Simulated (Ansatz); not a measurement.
C₄H₁₃GeNO₃, SMILES `C[NH][Ge]([O]C)([O]C)[O]C`, relaxed with RKS PBE-D4/def2-SVP in the Gaussian-basis code of Ansatz from a rough embedded geometry. The force threshold is 0.03 eV/Å; the program also tests the step.

The species carries charge 0 and has multiplicity 1.

Start:

```xyz
22

C    -1.007   -0.784   -2.031
N     0.330   -0.247   -1.773
Ge    0.465    0.221   -0.009
O     0.412    2.056    0.180
C    -0.895    2.396   -0.235
O     2.118   -0.295    0.609
C     2.192   -1.668    0.412
O    -0.811   -0.493    1.015
C    -0.606   -0.201    2.356
H    -1.138   -1.072   -3.097
H    -1.084   -1.765   -1.449
H    -1.795   -0.121   -1.752
H     0.421    0.630   -2.355
H    -1.047    2.242   -1.328
H    -0.927    3.552   -0.107
H    -1.734    1.940    0.348
H     2.192   -1.866   -0.655
H     1.404   -2.202    0.918
H     3.181   -2.025    0.845
H    -1.393   -0.619    2.932
H     0.378   -0.622    2.693
H    -0.656    0.942    2.484
```

```tsv
step	energy (eV)	largest force (eV/Å)	largest move (Å)
1	-68471.1335	2.422	0.000
2	-68471.7706	0.798	0.191
3	-68471.8775	0.408	0.200
4	-68471.9440	0.307	0.193
5	-68471.9657	0.314	0.200
6	-68471.9823	0.157	0.142
7	-68471.9877	0.104	0.095
8	-68471.9902	0.021	0.053
9 (rejected)	-68471.9898	0.134	0.095
10	-68471.9912	0.074	0.046
11	-68471.9916	0.063	0.089
12	-68471.9921	0.023	0.015
```

End:

```xyz
22

C    -1.218   -0.927   -2.114
N     0.036   -0.318   -1.699
Ge    0.404    0.236   -0.009
O     0.416    2.004    0.274
C    -0.715    2.747   -0.147
O     2.057   -0.177    0.518
C     2.486   -1.522    0.364
O    -0.850   -0.580    0.979
C    -0.816   -0.406    2.388
H    -1.045   -1.755   -2.838
H    -1.723   -1.362   -1.229
H    -1.933   -0.211   -2.585
H     0.572    0.133   -2.444
H    -0.991    2.548   -1.210
H    -0.471    3.827   -0.057
H    -1.617    2.546    0.477
H     2.253   -1.931   -0.646
H     2.025   -2.202    1.119
H     3.587   -1.549    0.506
H    -1.669   -0.965    2.825
H     0.124   -0.798    2.842
H    -0.912    0.663    2.687
```

Run time 27 s (6 threads of an AMD EPYC 7R13 on a shared host and a share of an NVIDIA H100 80 GB); peak host memory 0.88 GiB.
